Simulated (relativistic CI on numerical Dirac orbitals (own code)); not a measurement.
**d8 in a ligand field**

Computed with a parametric ligand-field model of a d^n configuration (Racah B and C, spin-orbit zeta, crystal field), exact diagonalisation.

Field parameters in Wybourne normalisation: D4h B²₀ = −7Ds, B⁴₀ = 21(Dq − Dt), B⁴₄ = 21√(5/14) Dq; Oh B⁴₀ = 21Dq, B⁴₄ = √(5/14) B⁴₀. The field is a parameter set, without covalency.

Problem. Ground term and bands for B = 480, C = 2420, ζ = 0 cm⁻¹, Oh, 10Dq = 39500 cm⁻¹?

Solution. Ground term 3A2 with 2.00 electrons in the two orbitals of the cubic e set. Spin-allowed: 3T2 39500 cm⁻¹ (253 nm), 3T1 45026 cm⁻¹ (222 nm), 3T1 80674 cm⁻¹ (124 nm). Lowest spin-forbidden: 1E 8645 cm⁻¹ (1157 nm), 1A1 16536 cm⁻¹ (605 nm), 1T2 48111 cm⁻¹ (208 nm). With an A2 ground term the first spin-allowed band lies at |10Dq| itself.

Problem. Ground term and bands for B = 450, C = 2020, ζ = 0 cm⁻¹, D4h, 10Dq = 11500, Ds = -1500, Dt = -150 cm⁻¹?

Solution. Ground term 3B1 with 2.00 electrons in the two orbitals of the cubic e set. Spin-allowed: 3E 10579 cm⁻¹ (945 nm), 3B2 11500 cm⁻¹ (870 nm), 3E 16490 cm⁻¹ (606 nm), 3A2 20925 cm⁻¹ (478 nm). Lowest spin-forbidden: 1A1 3325 cm⁻¹ (3007 nm), 1B1 7533 cm⁻¹ (1327 nm), 1E 16586 cm⁻¹ (603 nm).

Problem. Ground term and bands for B = 860, C = 3940, ζ = 0 cm⁻¹, D4h, 10Dq = 27500, Ds = 930, Dt = 520 cm⁻¹?

Solution. Ground term 3B1 with 2.00 electrons in the two orbitals of the cubic e set. Spin-allowed: 3E 22380 cm⁻¹ (447 nm), 3B2 27500 cm⁻¹ (364 nm), 3A2 30255 cm⁻¹ (331 nm), 3E 35376 cm⁻¹ (283 nm). Lowest spin-forbidden: 1A1 11919 cm⁻¹ (839 nm), 1B1 14583 cm⁻¹ (686 nm), 1A1 28829 cm⁻¹ (347 nm).

Problem. Ground term and bands for B = 340, C = 1710, ζ = 0 cm⁻¹, Oh, 10Dq = 6000 cm⁻¹?

Solution. Ground term 3A2 with 2.00 electrons in the two orbitals of the cubic e set. Spin-allowed: 3T2 6000 cm⁻¹ (1667 nm), 3T1 9036 cm⁻¹ (1107 nm), 3T1 14064 cm⁻¹ (711 nm). Lowest spin-forbidden: 1E 6029 cm⁻¹ (1659 nm), 1A1 10199 cm⁻¹ (980 nm), 1T2 11928 cm⁻¹ (838 nm). With an A2 ground term the first spin-allowed band lies at |10Dq| itself.

Problem. A d8 ion in Oh symmetry has the ground term 3A2 and bands at 1E 8994 cm⁻¹ (1112 nm), 3T2 13050 cm⁻¹ (766 nm), 1A1 16177 cm⁻¹ (618 nm), 3T1 18888 cm⁻¹ (529 nm), 1T2 21891 cm⁻¹ (457 nm), 3T1 29412 cm⁻¹ (340 nm). Which parameters reproduce them?

Solution. B = 610, C = 2140, ζ = 0 cm⁻¹, Oh, 10Dq = 13050 cm⁻¹.
